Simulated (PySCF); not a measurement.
Ga(H)(Me)(OMe) (C2H7GaO), SMILES C[O][GaH][CH3].

Coordinates come from a B3LYP-D3(BJ)/def2-SVP optimisation. Other conformers were not sampled.

Level of theory: PySCF with M06-2X/def2-TZVP.

Computed frontier levels, gap, dipole moment and polarisability:
- highest occupied level: -9.16 eV
- lowest empty level: -0.25 eV
- orbital gap: 8.91 eV
- dipole moment: 1.11 D
- quadrupole, principal values (traceless, Buckingham form, about the centre of nuclear charge): -5.48, 1.83, 3.65 D·Å
- mean static polarisability: 56.5 bohr³ (8.38 Å³)
- polarisability, principal values: 44.6, 54.3, 70.7 bohr³
